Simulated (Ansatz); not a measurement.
This geometry of CH₃FMgS (7 atoms, charge 0, multiplicity 1) is a first-order saddle point.

Level of theory: RKS PBE-D4/def2-SVP in Ansatz.

```xyz
7
Properties=species:S:1:pos:R:3
C -0.502 0.395 -0.434
S 0.335 0.720 1.473
Mg 0.628 -1.308 0.094
F 1.336 -2.937 0.031
H -1.598 0.516 -0.361
H -0.163 1.547 0.384
H -0.036 1.066 -1.188
```

(1) Which two structures does it join? (They come from a converged band through this point; their orientation in space is the band's.)

(2) How far does it lie above each of them?

Results:

(1) Bonds broken: C1–H6. Bonds formed: C1–Mg3, S2–H6.

Initial state:

```xyz
7
Properties=species:S:1:pos:R:3
C -0.522 1.069 -0.199
S 0.438 0.366 1.218
Mg 0.933 -1.764 0.479
F 1.328 -3.405 -0.065
H -1.467 0.520 -0.379
H -0.779 2.109 0.081
H 0.070 1.106 -1.135
```

Final state:

```xyz
7
Properties=species:S:1:pos:R:3
C -0.306 0.272 -0.361
S 0.095 1.179 1.170
Mg 0.596 -1.603 -0.065
F 1.344 -3.206 0.104
H -1.403 0.179 -0.508
H -0.453 2.409 0.913
H 0.128 0.769 -1.254
```

(2) 56.9 kcal/mol above the first and 28.6 kcal/mol above the second. This is the barrier of this one path; another mechanism may lie lower. The orbitals stay closed-shell, which can raise the energy where a bond breaks towards radicals; this wasn't checked here.

Time of the run: 97 s on 1 thread of AMD EPYC 9R45 96-Core Processor (Zen 5), with other jobs on the host, peak memory 0.16 GiB.
